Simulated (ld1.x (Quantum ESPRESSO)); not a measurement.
## Transferability test, TM potential for S (Z = 16)

sulfur, norm-conserving Troullier–Martins (Kleinman–Bylander form), made with ld1.x (Quantum ESPRESSO) 7.5 (LDA (PZ), non-relativistic). Core [Ne], reference 3s2 3p4. Waves: 3p (bound): rc 1.15 bohr; 3d channel at 0.1 Ry: rc 1.35 bohr; 3s (bound): rc 1.55 bohr. Local part: the s channel. Core correction: none.

Energies are relative to the spin-unpolarised reference configuration 3s2 3p4; without spin polarisation the order of configurations can differ from experiment. Spin-polarised rows fill each open shell by Hund’s rule, majority spin first.

```
   valence configuration  charge  ΔE all-electron (eV)  error AE − PS (meV)
                 3s2 3p3      +1                11.876                 +5.5
                 3s2 3p1      +3                68.428                 +125
                 3s0 3p6       0                20.342                  +18
               3s2 3p4.3    -0.3                -1.745                 +0.2
                 3s1 3p4      +1                22.534                  +16
                 3s1 3p5       0                10.110                 +4.4
3s2 3p4 (spin-polarised)       0                -0.706                  +61
3s2 3p3 (spin-polarised)      +1                 9.912                 +196
```

(1) What are ΔE and the potential's error for 3s2 3p2?

Results:

(1) ΔE = 34.262 eV all-electron; the error (AE − PS) is +36 meV.
